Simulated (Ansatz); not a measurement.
Ansatz (a program for electronic structure) job for C4H3BrClF, SMILES C=C(F)/C(Br)=C/Cl, PBE-D3(BJ)/def2-SVP. 

Ansatz 0.2 input:
```yaml
crystal:
  periodic: [false, false, false]
  atoms:
    - {symbol: C, position_ang: [0.10830669, -2.74715302, 0.00000000]}
    - {symbol: C, position_ang: [-0.70988904, -1.69133974, 0.00000000]}
    - {symbol: F, position_ang: [-2.04493397, -1.89144285, 0.00000000]}
    - {symbol: C, position_ang: [-0.36616750, -0.26405339, 0.00000000]}
    - {symbol: Br, position_ang: [1.47229497, 0.19239688, 0.00000000]}
    - {symbol: C, position_ang: [-1.32520362, 0.68099183, 0.00000000]}
    - {symbol: Cl, position_ang: [-1.05101196, 2.37623529, 0.00000000]}
    - {symbol: H, position_ang: [1.18764511, -2.61350930, 0.00000000]}
    - {symbol: H, position_ang: [-0.31314152, -3.75302577, 0.00000000]}
    - {symbol: H, position_ang: [-2.37549766, 0.38895576, 0.00000000]}
basis:
  gaussian:
    orbitals: def2-SVP
hamiltonian:
  xc: pbe
  dispersion: d3bj
relax: {f_tol: 0.002, max_steps: 200}
```

Log of the run:

```
WARN ansatz: RAYON_NUM_THREADS=1 ignored (pool sized by the plan → 1); use --threads N
Functional definition: PBE
integrals: 0.09 GiB planned
1494 factors; their error is unknown
mean field: 0.45 GiB planned
mean field evaluation 1: about -89429.2416 eV, gradient 6.6e1 eV
mean field evaluation 2: about -89409.7727 eV, gradient 1.0e2 eV
mean field evaluation 4: about -89439.7184 eV, gradient 1.8e1 eV
mean field evaluation 8: about -89440.4777 eV, gradient 2.1e-1 eV
mean field evaluation 16: about -89440.3602 eV, gradient 4.7e-4 eV
mean field -89440.36016459 eV, -3286.8726111951 hartree, gradient 2.4e-5 eV, S^2 0.000000; 0 other end points of the search recorded, 0 dependent functions left out
the calculation of the forces begins
reference -89440.36019572 eV, -3286.8726123393 hartree; 44, 44 occupied and 91, 91 virtual orbitals, 1494 factors
relax step   1: F+E_penalty+E_count = -89440.66031259 eV  Δ(F+E_penalty+E_count) = +0.000e0 eV  max|allowed force component| = 5.828e-1 eV/Å  Δτ_max = 0.0000 Å  (34 SCF iters, accepted)
these checks for a lower state are left out or cut short: starts, cluster_reference, orbital_swaps, neighbouring_geometries, increment
integrals: 0.09 GiB planned
1494 factors; their error is unknown
mean field: 0.45 GiB planned
mean field -89440.37154332 eV, -3286.8730293557 hartree, gradient 2.6e-5 eV, S^2 0.000000; 0 other end points of the search recorded, 0 dependent functions left out
the calculation of the forces begins
reference -89440.37157452 eV, -3286.8730305025 hartree; 44, 44 occupied and 91, 91 virtual orbitals, 1494 factors
relax step   2: F+E_penalty+E_count = -89440.67114378 eV  Δ(F+E_penalty+E_count) = -1.083e-2 eV  max|allowed force component| = 2.035e-1 eV/Å  Δτ_max = 0.0138 Å  (35 SCF iters, accepted)
these checks for a lower state are left out or cut short: starts, cluster_reference, orbital_swaps, neighbouring_geometries, increment
integrals: 0.09 GiB planned
1494 factors; their error is unknown
mean field: 0.45 GiB planned
mean field evaluation 32: about -89440.4907 eV, gradient 5.4e-4 eV
mean field -89440.37263729 eV, -3286.8730695585 hartree, gradient 2.6e-5 eV, S^2 0.000000; 0 other end points of the search recorded, 0 dependent functions left out
the calculation of the forces begins
reference -89440.37266851 eV, -3286.8730707057 hartree; 44, 44 occupied and 91, 91 virtual orbitals, 1494 factors
relax step   3: F+E_penalty+E_count = -89440.67217245 eV  Δ(F+E_penalty+E_count) = -1.029e-3 eV  max|allowed force component| = 4.112e-2 eV/Å  Δτ_max = 0.0045 Å  (36 SCF iters, accepted)
these checks for a lower state are left out or cut short: starts, cluster_reference, orbital_swaps, neighbouring_geometries, increment
integrals: 0.09 GiB planned
1494 factors; their error is unknown
mean field: 0.45 GiB planned
mean field -89440.37263812 eV, -3286.8730695888 hartree, gradient 7.3e-5 eV, S^2 0.000000; 0 other end points of the search recorded, 0 dependent functions left out
the calculation of the forces begins
reference -89440.37266933 eV, -3286.8730707360 hartree; 44, 44 occupied and 91, 91 virtual orbitals, 1494 factors
relax step   4: F+E_penalty+E_count = -89440.67221035 eV  Δ(F+E_penalty+E_count) = -3.790e-5 eV  max|allowed force component| = 1.554e-2 eV/Å  Δτ_max = 0.0009 Å  (23 SCF iters, accepted)
these checks for a lower state are left out or cut short: starts, cluster_reference, orbital_swaps, neighbouring_geometries, increment
integrals: 0.09 GiB planned
1494 factors; their error is unknown
mean field: 0.45 GiB planned
mean field -89440.37260858 eV, -3286.8730685032 hartree, gradient 2.1e-5 eV, S^2 0.000000; 0 other end points of the search recorded, 0 dependent functions left out
the calculation of the forces begins
reference -89440.37263979 eV, -3286.8730696502 hartree; 44, 44 occupied and 91, 91 virtual orbitals, 1494 factors
relax step   5: F+E_penalty+E_count = -89440.67220072 eV  Δ(F+E_penalty+E_count) = +9.627e-6 eV  max|allowed force component| = 1.375e-2 eV/Å  Δτ_max = 0.0017 Å  (25 SCF iters, rejected (line search))
these checks for a lower state are left out or cut short: starts, cluster_reference, orbital_swaps, neighbouring_geometries, increment
integrals: 0.09 GiB planned
1494 factors; their error is unknown
mean field: 0.45 GiB planned
mean field -89440.37263142 eV, -3286.8730693427 hartree, gradient 4.7e-5 eV, S^2 0.000000; 0 other end points of the search recorded, 0 dependent functions left out
the calculation of the forces begins
reference -89440.37266263 eV, -3286.8730704898 hartree; 44, 44 occupied and 91, 91 virtual orbitals, 1494 factors
relax step   6: F+E_penalty+E_count = -89440.67222042 eV  Δ(F+E_penalty+E_count) = -1.008e-5 eV  max|allowed force component| = 1.716e-3 eV/Å  Δτ_max = 0.0008 Å  (23 SCF iters, accepted)
integrals: 0.09 GiB planned
1494 factors; their error is unknown
mean field: 0.45 GiB planned
mean field evaluation 64: about -89440.4896 eV, gradient 6.6e-1 eV
mean field -89440.37263142 eV, -3286.8730693427 hartree, gradient 4.7e-5 eV, S^2 0.000000; 1 other end points of the search recorded, 0 dependent functions left out
the calculation of the forces begins
reference -89440.37266263 eV, -3286.8730704898 hartree; 44, 44 occupied and 91, 91 virtual orbitals, 1494 factors
Total energy: -89440.67225164 eV, -3286.8840801826 hartree
Atom 0 at     0.113655    -2.754995    -0.000000 Å, force     0.000349     0.000392    -0.000000 eV/Å
Atom 1 at    -0.712809    -1.691942     0.000000 Å, force    -0.000391    -0.000399     0.000000 eV/Å
Atom 2 at    -2.053840    -1.892544    -0.000000 Å, force     0.000337     0.000402    -0.000000 eV/Å
Atom 3 at    -0.365694    -0.265544     0.000000 Å, force    -0.000368     0.000017    -0.000000 eV/Å
Atom 4 at     1.470058     0.192758     0.000000 Å, force     0.000354     0.000152     0.000000 eV/Å
Atom 5 at    -1.329764     0.691784     0.000000 Å, force     0.000336     0.001433     0.000000 eV/Å
Atom 6 at    -1.042765     2.381588    -0.000000 Å, force    -0.000041    -0.000731    -0.000000 eV/Å
Atom 7 at     1.200385    -2.613155     0.000000 Å, force    -0.000899     0.000936     0.000000 eV/Å
Atom 8 at    -0.307739    -3.769066    -0.000000 Å, force    -0.000505    -0.000487     0.000000 eV/Å
Atom 9 at    -2.389086     0.399172     0.000000 Å, force     0.000828    -0.001716    -0.000000 eV/Å
Dipole moment:     0.009421    -0.104249     0.000000 e Å
```

The run converged.
